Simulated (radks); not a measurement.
Q: Isoelectronic series with 17 electrons, each ion in its NIST ground configuration. Method: Dirac Kohn-Sham, PBE, spin-unpolarised, spherical densities, point nucleus; open shells fill j = l - 1/2 first; computed with a radial shooting solver on a logarithmic mesh with Libxc functionals. Total energies (hartree) and mean radii <r> (bohr):

ion,configuration,E (hartree),3p3/2,3p1/2,3s1/2
Cl,[Ne] 3s2 3p5,-461.43632,1.847,1.837,1.536
Ar+,[Ne] 3s2 3p5,-528.64439,1.556,1.548,1.368
K2+,[Ne] 3s2 3p5,-600.76155,1.357,1.350,1.234
Ca3+,[Ne] 3s2 3p5,-677.78489,1.208,1.202,1.124
Sc4+,[Ne] 3s2 3p5,-759.71765,1.092,1.085,1.032
Ti5+,[Ne] 3s2 3p5,-846.56664,0.9970,0.9911,0.9545
V6+,[Ne] 3s2 3p5,-938.34111,0.9185,0.9127,0.8881
Cr7+,[Ne] 3s2 3p5,-1035.05216,0.8521,0.8463,0.8305
Mn8+,[Ne] 3s2 3p5,-1136.71236,0.7950,0.7893,0.7800
Fe9+,[Ne] 3s2 3p5,-1243.33559,0.7453,0.7396,0.7354
Co10+,[Ne] 3s2 3p5,-1354.93686,0.7017,0.6960,0.6957
Ni11+,[Ne] 3s2 3p5,-1471.53229,0.6630,0.6572,0.6600
Cu12+,[Ne] 3s2 3p5,-1593.13900,0.6285,0.6226,0.6278
Zn13+,[Ne] 3s2 3p5,-1719.77512,0.5975,0.5915,0.5986
Ga14+,[Ne] 3s2 3p5,-1851.45976,0.5694,0.5634,0.5720
Ge15+,[Ne] 3s2 3p5,-1988.21301,0.5439,0.5378,0.5476
As16+,[Ne] 3s2 3p5,-2130.05589,0.5205,0.5144,0.5252
Se17+,[Ne] 3s2 3p5,-2277.01045,0.4992,0.4929,0.5045
Br18+,[Ne] 3s2 3p5,-2429.09970,0.4795,0.4731,0.4854
Kr19+,[Ne] 3s2 3p5,-2586.34763,0.4613,0.4549,0.4676
Sr21+,[Ne] 3s2 3p5,-2916.42072,0.4288,0.4222,0.4356
Zr23+,[Ne] 3s2 3p5,-3267.44244,0.4006,0.3937,0.4075

Estimate the row of Rb20+ ([Ne] 3s2 3p5).

A: E (hartree) -2748.77929; 3p3/2 0.4445; 3p1/2 0.4379; 3s1/2 0.4511.
